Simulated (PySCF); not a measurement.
A GIAO shielding run with PySCF 2.14.0 with density-fitted response routines (density fitting, non-relativistic, gas phase) on `FC[C@@H]1O[C@H](CF)C=C[SiH2]1`, C6H10F2OSi:

```
$ OMP_NUM_THREADS=1 python probes_run.py task.json out

{"job": {"kind": "nmr", "xc": "PBE0", "basis": "pcSseg-1"}, "charge": 0, "multiplicity": 1}
F     -3.534142    -0.325467     0.394731
C     -2.378751    -1.048702     0.227809
C     -1.251461    -0.126674    -0.209395
O     -0.044458    -0.877518    -0.048215
C      1.079704    -0.295886    -0.661026
C      2.212741    -1.314447    -0.479823
F      3.290919    -0.969736    -1.250078
C      1.495701     1.045838    -0.116938
C      0.704292     1.860105     0.569339
Si    -1.099992     1.442124     0.883696
H     -2.133531    -1.500543     1.192972
H     -2.593201    -1.832990    -0.504786
H     -1.378722     0.120458    -1.274133
H      0.898779    -0.180262    -1.748229
H      1.881115    -2.306779    -0.796788
H      2.544337    -1.342620     0.561694
H      2.524658     1.296250    -0.344241
H      1.111330     2.796305     0.925643
H     -1.340379     1.079530     2.281117
H     -1.994087     2.491691     0.393614
```

Hardware: 1 thread of an AMD EPYC 9R45 96-Core, shared host. The job also computes population analyses, field gradients, ring-centre shieldings.

Q: How large is the calculation?

A: 86 electrons, 227 basis functions and 1198 auxiliary functions.

Q: How long does it take, and how much memory does it need?

A: 25 s of wall time, with 14 SCF cycles and 5 response iterations; peak memory 0.97 GiB. Times on a shared host scatter by some tens of per cent.
